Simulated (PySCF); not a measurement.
## Orbital energies and ionisation energy

CH9PSi2.
Cartesian coordinates in Å at the PBE0-D3(BJ)/def2-SVP level; atoms count from 1:
```
atom  x, y, z in Å
C1    -1.6464    0.7000   -0.6557
Si2   -0.7587   -0.9378   -0.3729
Si3    1.0070   -0.6414    1.1425
P4     2.4955    0.9282    0.4370
H5    -2.0896    1.0691    0.2817
H6    -0.9447    1.4621   -1.0277
H7    -2.4528    0.5863   -1.3961
H8    -1.7142   -1.9724    0.1382
H9    -0.1771   -1.4440   -1.6579
H10    0.4905   -0.1746    2.4692
H11    1.7701   -1.9093    1.3646
H12    2.5293    0.4389   -0.9065
H13    1.4824    1.8957    0.1482
```

Level: CAM-B3LYP/def2-SVPD (PySCF). Frontier orbitals with their largest atomic shares (Löwdin; up to four atoms above 4 %):

| orbital | ε (eV) | main atoms |
| --- | --- | --- |
| HOMO−3 | -10.63 | C1 23 %, Si2 20 %, Si3 13 %, H9 12 % |
| HOMO−2 | -10.51 | P4 41 %, Si3 19 %, H13 10 %, Si2 8 % |
| HOMO−1 | -9.87 | Si3 31 %, Si2 17 %, P4 17 %, H10 9 % |
| HOMO | -8.39 | ? |
| LUMO | 0.76 | P4 19 %, Si2 18 %, Si3 17 %, C1 12 % |
| LUMO+1 | 1.01 | Si3 27 %, P4 26 %, Si2 12 %, H11 6 % |
| LUMO+2 | 1.19 | Si3 24 %, Si2 21 %, P4 14 %, H10 10 % |

What vertical ionisation energy does ΔSCF give, and how far is −ε(HOMO) from it?

ΔSCF: 9.14 eV (882 kJ/mol; threshold wavelength 136 nm); ⟨S²⟩ of the doublet left behind is 0.766, against 0.75 for a pure doublet. −ε(HOMO) is 8.39 eV, 0.75 eV below it. In exact Kohn–Sham theory the two would be equal; CAM-B3LYP (range-separated hybrid) falls short of its own ΔSCF value by 8 %.

On which atoms does the HOMO lie?

P4 (three-coordinate phosphorus) 49 %, Si3 (SiH2 silicon) 18 %, Si2 (SiH2 silicon) 14 %, H13 (P–H hydrogen) 5 %. The HOMO−1 lies 1.48 eV lower.

What kinetic energy would electrons from this vertical process carry with Lyman-α light (10.199 eV)?

10.20 − 9.14 = 1.06 eV.

How many of the 10 lowest singlet excitations (vertical TDDFT, same level) lie below the ionisation energy?

All 10; they run from 6.24 to 7.98 eV.

Isolated species at its PBE0-D3(BJ)/def2-SVP geometry (one conformer only).

These values come from a run that also computed excited states and ΔSCF ions. Hardware: x86-64 server, one thread (shared host). Cost: 47 s wall.
